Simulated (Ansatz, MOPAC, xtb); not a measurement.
Potential energy curve for Au(Me)(CNMe), SMILES C[N+]#[C-]->[Au][CH3] (C3H6AuN). The C2–H11 bond (C2 also carries Au, H, H; H11 carries nothing else) is stretched with both fragments frozen at the PBE0/def2-SVP, def2 effective core potentials past Kr optimised geometry.

Methods: RKS-BLYP = restricted BLYP/def2-SVP, def2 effective core potentials past Kr run with Ansatz (a quantum-chemistry and plane-wave program); UKS-PBE = unrestricted PBE/def2-SVP, def2 effective core potentials past Kr run with Ansatz; PM6, restricted, heats of formation (MOPAC); GFN1-xTB (xtb).

Energies are in kJ/mol, each relative to the lowest point of its own curve near equilibrium.

| R / Å | RKS-BLYP | UKS-PBE | PM6 | GFN1-xTB |
|---|---|---|---|---|
| 0.90 | 102.7 | 104.2 | 44.3 | 84.0 |
| 0.97 | 39.2 | 39.9 | … | … |
| 1.04 | 8.5 | 8.6 | 1.6 | 3.5 |
| 1.07 | 2.5 | 2.6 | 0.0 | … |
| 1.10 | 0.0 | 0.0 | … | 0.0 |
| 1.14 | 1.0 | 1.0 | 5.1 | 3.7 |
| 1.17 | 4.4 | 4.5 | 10.6 | … |
| 1.25 | 21.7 | 22.3 | 33.8 | 30.3 |
| 1.32 | 43.5 | 44.8 | 62.4 | 55.3 |
| 1.46 | 96.3 | 99.3 | 135.4 | 114.5 |
| 1.60 | 152.5 | 157.7 | … | 177.2 |
| 1.82 | 235.6 | 244.4 | 354.4 | 270.8 |
| 2.03 | 303.6 | 315.6 | 469.9 | 348.7 |
| 2.34 | 382.6 | 395.3 | 604.7 | 438.1 |
| 2.71 | 448.8 | 436.0 | 713.2 | 508.4 |
| 3.17 | 500.8 | 451.7 | 792.3 | 556.4 |

Task: Some entries are withheld; supply them.

Result: 
- 0.97, PM6: 15.2
- 0.97, GFN1-xTB: 27.4
- 1.07, GFN1-xTB: 0.2
- 1.10, PM6: 0.7
- 1.17, GFN1-xTB: 8.9
- 1.60, PM6: 219.7

The restricted form behind RKS-BLYP, PM6 keeps the bonding electrons paired and can't separate into open-shell fragments. The unrestricted solution behind UKS-PBE changes between 2.34 and 2.71 Å, which can leave a kink. The unrestricted determinant behind UKS-PBE is spin-contaminated at 2.34 to 3.17 Å (<S²> up to 1.0, against 0.00 for a pure singlet).
